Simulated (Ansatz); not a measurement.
A nudged elastic band was laid between two geometries of CH₃OSSi (7 atoms, charge 1, multiplicity 1).

Computed with RKS PBE0-D4/def2-SVP in Ansatz.

```
movable images  : 9
climbing image  : yes
spring          : 5.0 eV/Å²
optimiser       : quadratic models (default)
start path      : IDPP
force threshold : 0.03 eV/Å
iteration limit : 51
end points      : relaxed
```

First end point:

```xyz
7
Properties=species:S:1:pos:R:3
Si -1.242 0.039 0.696
C 0.320 0.928 0.194
O 1.197 0.079 -0.281
S 0.290 -1.290 -0.773
H -2.224 0.506 -0.344
H 0.774 1.906 0.422
H 0.885 -2.168 0.085
```

Last end point:

```xyz
7
Properties=species:S:1:pos:R:3
Si -1.236 0.191 0.849
C 0.381 0.896 0.216
O 1.304 -0.017 0.123
S 0.525 -1.555 0.226
H -2.017 0.197 -0.442
H 0.800 1.914 0.133
H 0.244 -1.626 -1.104
```

(1) What changes between the two ends?

(2) What energy profile does the band end with?

(3) What is the geometry of the highest image?

(4) What are the harmonic wavenumbers there?

Answers

(1) No bond is made or broken. The dihedral C2–Si1–S4–H7 goes from 104 to -85°.

(2) The forces met the threshold. The highest image is number 5 of 0 to 10, 10.5 kcal/mol above the first end and 8.4 kcal/mol above the last; the last end lies 2.1 kcal/mol above the first. A vibrational analysis at the climbing image gives one clearly imaginary mode, 190i cm⁻¹: a first-order saddle point.

```json
{"image": "0", "path coordinate (Å)": "0.00", "energy (kcal/mol)": "0.0", "dihedral C2–Si1–S4–H7 (°)": "104"}
{"image": "1", "path coordinate (Å)": "0.40", "energy (kcal/mol)": "1.7", "dihedral C2–Si1–S4–H7 (°)": "96"}
{"image": "2", "path coordinate (Å)": "0.81", "energy (kcal/mol)": "5.1", "dihedral C2–Si1–S4–H7 (°)": "85"}
{"image": "3", "path coordinate (Å)": "1.21", "energy (kcal/mol)": "8.1", "dihedral C2–Si1–S4–H7 (°)": "69"}
{"image": "4", "path coordinate (Å)": "1.62", "energy (kcal/mol)": "9.9", "dihedral C2–Si1–S4–H7 (°)": "36"}
{"image": "5", "path coordinate (Å)": "2.02", "energy (kcal/mol)": "10.5", "dihedral C2–Si1–S4–H7 (°)": "-16"}
{"image": "6", "path coordinate (Å)": "2.42", "energy (kcal/mol)": "10.0", "dihedral C2–Si1–S4–H7 (°)": "-52"}
{"image": "7", "path coordinate (Å)": "2.81", "energy (kcal/mol)": "8.3", "dihedral C2–Si1–S4–H7 (°)": "-71"}
{"image": "8", "path coordinate (Å)": "3.21", "energy (kcal/mol)": "5.6", "dihedral C2–Si1–S4–H7 (°)": "-80"}
{"image": "9", "path coordinate (Å)": "3.60", "energy (kcal/mol)": "3.2", "dihedral C2–Si1–S4–H7 (°)": "-84"}
{"image": "10", "path coordinate (Å)": "3.99", "energy (kcal/mol)": "2.1", "dihedral C2–Si1–S4–H7 (°)": "-85"}
```

(3) 
```xyz
7
Properties=species:S:1:pos:R:3
Si -1.714 0.833 0.697
C 0.141 0.768 0.218
O 0.938 -0.195 0.031
S 0.354 -1.825 0.105
H -1.915 0.997 -0.812
H 0.686 1.734 0.161
H 1.510 -2.312 -0.400
```

(4) 190i, 94, 279, 307, 430, 513, 571, 647, 935, 997, 1340, 1543, 2065, 2717, 3068 cm⁻¹.

The run took 6.5 min on 1 thread of Arm Neoverse V2, on a shared host, peak memory 0.15 GiB.
